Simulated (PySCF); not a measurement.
**Broadened absorption spectrum of C2H7NSi**

Compound: C2H7NSi.
SMILES: `C/C=N\[SiH3]`

The calculation used TDDFT CAM-B3LYP/def2-SVPD, vertical, gas phase, core orbitals frozen in the response in PySCF. Isolated species at its PBE0-D3(BJ)/def2-SVP geometry, gas phase.

Computed states:

```
state  E (eV)       f
   S1    4.20  0.0007
   S2    6.41  0.0071
   S3    7.14   0.094
   S4    7.38  0.0011
   S5    7.50   0.036
   S6    7.64   0.273
   S7    7.72   0.253
   S8    8.00   0.031
   S9    8.10  0.0063
  S10    8.32   0.019
```

Broadening: Gaussians 0.25 eV wide at half height, area fixed by f = 4.319×10⁻⁹ ∫ε dν̃. The cross-section is σ = 3.8235×10⁻²¹ ε cm², given in Mb (10⁻¹⁸ cm²). The width is an assumption, not a result. The curve ends short of the highest state used, and states not computed would add to its high-energy end.

(1) What does the envelope look like, and where are its maxima?

(2) Coming from long wavelengths, where does ε first pass 100 L mol⁻¹ cm⁻¹?

(3) On this curve, what absorbance would a 10⁻⁴ mol/L sample give at 280 nm over a 1 cm path?

## Answers

(1) 
(λ (nm), σ (Mb)): (160.6, 188.72), (163.6, 149.02), (166.6, 38.11), (169.5, 15.24), (172.5, 35.66), (175.5, 29.78), (178.4, 7.56), (181.4, 0.59), (184.4, 0.05), (187.3, 0.39), (190.3, 1.73), (193.2, 2.92), (196.2, 2.10), (199.2, 0.67), (202.1, 0.11), (205.1, 0.01), (208.1, 0.00), (211.0, 0.00), (214.0, 0.00), (217.0, 0.00), (219.9, 0.00), (222.9, 0.00), (225.9, 0.00), (228.8, 0.00), (231.8, 0.00), (234.8, 0.00), (237.7, 0.00), (240.7, 0.00), (243.7, 0.00), (246.6, 0.00), (249.6, 0.00), (252.6, 0.00), (255.5, 0.00), (258.5, 0.00), (261.5, 0.00), (264.4, 0.00), (267.4, 0.00), (270.4, 0.00), (273.3, 0.00), (276.3, 0.01), (279.3, 0.03), (282.2, 0.06), (285.2, 0.12), (288.2, 0.19), (291.1, 0.25), (294.1, 0.29), (297.1, 0.28), (300.0, 0.23), (303.0, 0.16), (306.0, 0.10), (308.9, 0.06), (311.9, 0.03), (314.9, 0.01), (317.8, 0.00), (320.8, 0.00), (323.8, 0.00)

Maxima: 295 nm (4.21 eV), ε about 76, made up of S1 (100%); 194 nm (6.41 eV), ε about 770, made up of S2 (100%); 174 nm (7.14 eV), ε about 10000, made up of S3 (100%); 162 nm (7.68 eV), ε about 53000, made up of S6 (52%) and S7 (46%) (ε in L mol⁻¹ cm⁻¹; maxima over ε = 5, shares over 10%).

(2) At about 200 nm (6.19 eV), 1.99 eV above S1.

(3) 280 nm is 4.428 eV, where ε is about 8.2 L mol⁻¹ cm⁻¹, so A = ε c l ≈ 0.00082 (Beer–Lambert, with the gas-phase spectrum and the assumed width).

All these states lie below the vertical ionisation energy of 9.04 eV (ΔSCF).
